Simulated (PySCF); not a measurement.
## [Ce(NH2)4]−: from a saddle point downhill

PySCF 2.14.0, RKS PBE0, Ce lcecp-1-SVP with ECP47, N def2-SVP, H def2-SVP; non-relativistic Hamiltonian with scalar-relativistic core potentials where named; density fitting; no spin-orbit coupling. Relaxed within the symmetry of its start, the geometry (D2d) is

```xyz
13

Ce    0.0000    0.0000    0.0000
N     1.2142    1.4445    1.4445
H     1.6212    1.2072    2.3517
H     1.6212    2.3517    1.2072
N    -1.2142   -1.4445    1.4445
H    -1.6212   -1.2072    2.3517
H    -1.6212   -2.3517    1.2072
N     1.2142   -1.4445   -1.4445
H     1.6212   -2.3517   -1.2072
H     1.6212   -1.2072   -2.3517
N    -1.2142    1.4445   -1.4445
H    -1.6212    2.3517   -1.2072
H    -1.6212    1.2072   -2.3517
```

and its lowest harmonic modes are -164, -65, -65, 66, 84, 89 cm⁻¹ (negative: unstable). It was moved along the lowest mode and relaxed again, within the group S4 that the move left.

Q: Where does it end, and how much lower?

A: In S4, 0.102 eV lower, after 24 steps:
```xyz
13

Ce   -0.0001    0.0000    0.0000
N     1.4162    1.2942    1.3919
H     1.3923    1.4758    2.3963
H     2.2780    1.7361    1.0628
N    -1.4164   -1.3919    1.2941
H    -2.2784   -1.0629    1.7358
H    -1.3917   -2.3965    1.4763
N     1.4162   -1.2942   -1.3919
H     2.2780   -1.7361   -1.0628
H     1.3923   -1.4758   -2.3963
N    -1.4164    1.3919   -1.2941
H    -1.3917    2.3965   -1.4763
H    -2.2784    1.0629   -1.7358
```

Q: How do the contacts change?

A: 
```
      contact  saddle (Å)  end (Å)
 Ce1–N2 (NH2)       2.376    2.370
 Ce1–N5 (NH2)       2.376    2.370
 Ce1–N8 (NH2)       2.376    2.370
Ce1–N11 (NH2)       2.376    2.370
```


Q: Is the end a minimum?

A: Yes; lowest modes 84, 85, 86, 95, 103, 157 cm⁻¹.

An lcecp potential fixes the number of 4f electrons, so in runs with it no electron can move into or out of that shell.

State: singlet in the valence, with the 4f electrons in the core potential.
